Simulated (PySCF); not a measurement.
C4H3F3O, SMILES C1C(F)(F)OC(F)=C1. Coordinates come from a PBE0-D3(BJ)/def2-SVP optimisation. The structure was generated by enumeration, and PubChem lists no compound with its InChIKey, so it may never have been made. One conformer was computed; it need not be the lowest.

Computed equilibrium geometry at PBE0-D3(BJ)/def2-SVP (PySCF confirms it by a frequency run) as bond lengths and angles, and its point group (one conformer of several):
point group Cs.
Atoms: F1 C2 C3 C4 C5 F6 F7 O8 H9 H10 H11. Bond lengths (Å): F1–C2 1.300, C2–C3 1.331, C2–O8 1.353, C3–C4 1.498, C3–H9 1.086, C4–C5 1.534, C4–H10 1.101, C4–H11 1.101, C5–F6 1.337, C5–F7 1.337, C5–O8 1.395. Angles (°): F1–C2–C3 130.6, F1–C2–O8 112.9, C3–C2–O8 116.5, C2–C3–C4 106.4, C2–C3–H9 126.2, C4–C3–H9 127.4, C3–C4–C5 102.2, C3–C4–H10 114.0, C3–C4–H11 114.0, C5–C4–H10 109.2, C5–C4–H11 109.2, H10–C4–H11 108.1, C4–C5–F6 112.9, C4–C5–F7 112.9, C4–C5–O8 107.9, F6–C5–F7 106.9, F6–C5–O8 108.1, F7–C5–O8 108.1, C2–O8–C5 107.0.
Charge 0, spin multiplicity 1.
